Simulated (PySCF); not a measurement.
C₆H₁₁O₃ (SMILES COC[C](C)OC(C)=O), doublet, at a GFN2-xTB geometry; M062X/3-21G in PySCF.

Input for PySCF:
```python
from pyscf import gto, scf, dft

mol = gto.Mole()
mol.atom = '''
    C    -3.64704620    0.84250115    0.24757742
    O    -2.45731665    0.27561596   -0.23435976
    C    -1.40572874    0.30957092    0.71566398
    C    -0.20204965   -0.36150837    0.15452191
    C    -0.26984102   -1.72890613   -0.40293118
    O     0.91144793    0.41142564    0.16019208
    C     2.15291385   -0.00165683   -0.17081730
    C     3.10489892    1.16590049   -0.10965003
    O     2.45355281   -1.13417882   -0.46968365
    H    -4.37716852    0.75751537   -0.55443718
    H    -3.51063965    1.89984229    0.50677146
    H    -4.01306744    0.30836134    1.13404066
    H    -1.15724986    1.34781413    0.98094256
    H    -1.74495199   -0.20780327    1.63461689
    H    -1.30758950   -2.04780393   -0.41638988
    H     0.32524701   -2.43332566    0.18418372
    H     0.13082520   -1.75917778   -1.41728515
    H     2.92668493    1.82123484   -0.96046496
    H     4.12583074    0.79931863   -0.14860311
    H     2.94172371    1.73571410    0.80124706
'''
mol.basis = '3-21g'
mol.spin = 1
mol.verbose = 4
mol.build()

mf = dft.UKS(mol)
mf.xc = 'm062x'
mf.kernel()
mf.analyze()
```

Output, abridged:

```
PySCF version 2.14.0

[INPUT] verbose = 4
[INPUT] num. atoms = 20
[INPUT] num. electrons = 71
[INPUT] charge = 0
[INPUT] spin (= nelec alpha-beta = 2S) = 1
[INPUT] symmetry False subgroup None
[INPUT] Mole.unit = angstrom
[INPUT] Symbol           X                Y                Z      unit          X                Y                Z       unit  Magmom
[...]
nuclear repulsion = 464.22050791863
number of shells = 67
number of NR pGTOs = 168
number of NR cGTOs = 103
basis = 3-21g
ecp = {}

******** <class 'pyscf.dft.uks.UKS'> ********
method = UKS
initial guess = minao
damping factor = 0
level_shift factor = 0
DIIS = <class 'pyscf.scf.diis.CDIIS'>
diis_start_cycle = 1
diis_space = 8
diis_damp = 0
SCF conv_tol = 1e-09
SCF conv_tol_grad = None
SCF max_cycles = 50
direct_scf = True
direct_scf_tol = 1e-13
number electrons alpha = 36  beta = 35
XC library pyscf.dft.libxc version 7.1.2
    S. Lehtola, C. Steigemann, M. J. T. Oliveira, and M. A. L. Marques,  SoftwareX 7, 1–5 (2018)
XC functionals = m062x
    Y. Zhao and D. G. Truhlar,  Theor. Chem. Acc. 120, 215 (2008)
    Y. Zhao and D. G. Truhlar,  Theor. Chem. Acc. 120, 215 (2008)
radial grids:
    Treutler-Ahlrichs [JCP 102, 346 (1995); DOI:10.1063/1.469408] (M4) radial grids

becke partition: Becke, JCP 88, 2547 (1988); DOI:10.1063/1.454033
pruning grids: <function nwchem_prune>
grids dens level: 3
symmetrized grids: False
atomic radii adjust function: <function treutler_atomic_radii_adjust>
small_rho_cutoff = 0
Set gradient conv threshold to 3.16228e-05
tot grids = 234848
init E= -459.517337550975

cycle= 1 E= -457.926510496208  delta_E= 1.59  |g|= 0.642  |ddm|= 3.06
cycle= 2 E= -457.767169751301  delta_E= 0.159  |g|= 0.976  |ddm|= 1.38
cycle= 3 E= -458.107947959521  delta_E= -0.341  |g|= 0.129  |ddm|= 0.872
cycle= 4 E= -458.113669337327  delta_E= -0.00572  |g|= 0.0557  |ddm|= 0.143
cycle= 5 E= -458.114897416587  delta_E= -0.00123  |g|= 0.00996  |ddm|= 0.0531
cycle= 6 E= -458.114982174594  delta_E= -8.48e-05  |g|= 0.00505  |ddm|= 0.0197
cycle= 7 E= -458.115007381101  delta_E= -2.52e-05  |g|= 0.00114  |ddm|= 0.0111
cycle= 8 E= -458.115009637348  delta_E= -2.26e-06  |g|= 0.000675  |ddm|= 0.00376
cycle= 9 E= -458.115009888857  delta_E= -2.52e-07  |g|= 0.000197  |ddm|= 0.000849
cycle= 10 E= -458.115009936095  delta_E= -4.72e-08  |g|= 7.02e-05  |ddm|= 0.000403
cycle= 11 E= -458.115009945852  delta_E= -9.76e-09  |g|= 4.23e-05  |ddm|= 0.000171
[...]
converged SCF energy = -458.115009950985  <S^2> = 0.75522319  2S+1 = 2.0052164
Total Energy =                        -458.115009950985439
[...]
spin_pop of  16 H 2s        0.00023
spin_pop of  17 H 1s        0.00090
spin_pop of  17 H 2s        0.00002
spin_pop of  18 H 1s       -0.00004
spin_pop of  18 H 2s       -0.00000
spin_pop of  19 H 1s       -0.00003
spin_pop of  19 H 2s        0.00002
 ** Mulliken Spin Density (per atom)  **
spin density of  0 C =      0.00717
spin density of  1 O =      0.02738
spin density of  2 C =     -0.03646
spin density of  3 C =      0.81584
spin density of  4 C =     -0.04642
spin density of  5 O =      0.04581
spin density of  6 C =      0.00445
spin density of  7 C =     -0.00156
spin density of  8 O =      0.07879
spin density of  9 H =     -0.00007
spin density of  10 H =     -0.00038
spin density of  11 H =     -0.00041
spin density of  12 H =      0.00172
spin density of  13 H =      0.03081
spin density of  14 H =      0.00165
spin density of  15 H =      0.04102
spin density of  16 H =      0.02979
spin density of  17 H =      0.00092
spin density of  18 H =     -0.00004
spin density of  19 H =     -0.00001
 ** Mulliken pop alpha/beta on meta-lowdin orthogonal AOs **
 ** Mulliken pop       alpha | beta **
In total            36.00000 | 35.00000
 ** Mulliken atomic charges   ( Nelec_alpha | Nelec_beta ) **
charge of  0C =     -0.07993  (     3.04355      3.03638 )
charge of  1O =     -0.39602  (     4.21170      4.18432 )
charge of  2C =      0.01827  (     2.97263      3.00909 )
charge of  3C =      0.14156  (     3.33714      2.52130 )
charge of  4C =     -0.30188  (     3.12773      3.17415 )
charge of  5O =     -0.29340  (     4.16960      4.12380 )
charge of  6C =      0.44404  (     2.78021      2.77575 )
charge of  7C =     -0.32236  (     3.16040      3.16196 )
charge of  8O =     -0.38525  (     4.23202      4.15323 )
charge of  9H =      0.11286  (     0.44353      0.44361 )
charge of  10H =      0.08175  (     0.45893      0.45931 )
charge of  11H =      0.08061  (     0.45949      0.45990 )
charge of  12H =      0.09315  (     0.45428      0.45256 )
charge of  13H =      0.08163  (     0.47459      0.44378 )
charge of  14H =      0.11553  (     0.44306      0.44141 )
charge of  15H =      0.11540  (     0.46281      0.42179 )
charge of  16H =      0.11931  (     0.45524      0.42545 )
charge of  17H =      0.12729  (     0.43682      0.43590 )
charge of  18H =      0.12314  (     0.43841      0.43845 )
charge of  19H =      0.12430  (     0.43785      0.43786 )
Dipole moment(X, Y, Z, Debye): -0.83642,  2.01611,  1.50053
```
